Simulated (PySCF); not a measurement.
**Löwdin shares of the frontier orbitals**

C4H9N3Si.
Z-matrix (Å and degrees, GFN2-xTB geometry), rows numbered from 1:
```
C 
C   1  1.5292
C   2  1.4869  1  111.01
C   3  1.4114  2  129.34  1    69.93
N   4  1.3160  3  108.31  2  -178.51
N   5  1.3244  4  105.40  3     0.09
Si  6  1.7596  5  123.89  4  -177.49
N   3  1.3210  2  123.55  1  -108.29
H   1  1.0875  2  110.19  3   179.30
H   1  1.0881  2  110.61  3   -60.57
H   1  1.0878  2  110.28  3    59.41
H   2  1.0908  1  109.94  3  -119.93
H   2  1.0931  1  109.49  3   120.70
H   4  1.0703  3  129.77  2     1.48
H   7  1.4590  6  104.97  5  -140.39
H   7  1.4627  6  107.62  5   100.31
H   7  1.4567  6  103.86  5   -19.54
```

Method: PySCF, TDDFT PBE0/def2-SVPD, vertical, gas phase, core orbitals frozen in the response.

Kohn–Sham orbitals with the atoms that hold most of them (Löwdin shares over 4%, at most four atoms; ? is withheld):

| orbital | ε (eV) | atoms |
| --- | --- | --- |
| HOMO-3 | -8.96 | N8 28%, N5 20%, C3 13%, C4 13% |
| HOMO-2 | -8.31 | N8 31%, N5 31%, C4 15%, N6 10% |
| HOMO-1 | -8.25 | N5 42%, N8 37%, C4 6%, N6 5% |
| HOMO | ? | ? |
| LUMO | -0.30 | ? |
| LUMO+1 | 0.21 | Si7 50%, H16 13%, H15 12%, H17 12% |
| LUMO+2 | 0.71 | Si7 32%, C1 8%, C4 8%, C2 7% |

Q: Which atoms hold the HOMO, and with what shares?

A: N6 (bonded to 2 N and Si) 25%; C3 (bonded to 2 C and N) 22%; C4 (bonded to C, N and H) 19%; N8 (bonded to C and N) 7%. By element: carbon 41% or more, nitrogen 33% or more.

Q: Which atoms hold the LUMO, and with what shares?

A: N5 (bonded to C and N) 24%; N8 (bonded to C and N) 21%; N6 (bonded to 2 N and Si) 17%; C4 (bonded to C, N and H) 11%. By element: nitrogen 62%, carbon 11% or more.

Q: What is the HOMO energy, and the HOMO–LUMO gap?

A: ε(HOMO) = -7.51 eV; the gap is 7.21 eV (0.2651 hartree).

Q: How does S1 compare with the orbital gap of 7.21 eV?

A: S1 is at 6.08 eV (f = 0.0001), 1.14 eV below the gap, made of HOMO-1→LUMO (98%). Its leading pair isn't HOMO and LUMO; the energies of that pair differ by 7.96 eV. Without the coupling terms of the response equations the lowest excitation would equal the gap.

Q: One configuration dominates each of S1, S2, S3 and S8. Which, and how do the shares of the two leading atoms of either orbital change from the occupied to the empty one?

A: 
- S1 (6.08 eV, f 0.0001), HOMO-1→LUMO (98%): N5 42% → 24%, N8 37% → 21%
- S2 (6.31 eV, f 0.260), HOMO→LUMO (92%): N6 25% → 17%, C3 22% → at most 11%, N5 at most 8% → 24%, N8 7% → 21%
- S3 (6.62 eV, f 0.0059), HOMO→LUMO+1 (97%): N6 25% → at most 12%, C3 22% → at most 12%, Si7 at most 8% → 50%, H16 at most 8% → 13%
- S8 (7.44 eV, f 0.0047), HOMO-2→LUMO+1 (88%): N8 31% → at most 12%, N5 31% → at most 12%, Si7 at most 10% → 50%, H16 at most 10% → 13%

One conformer stands for the species.
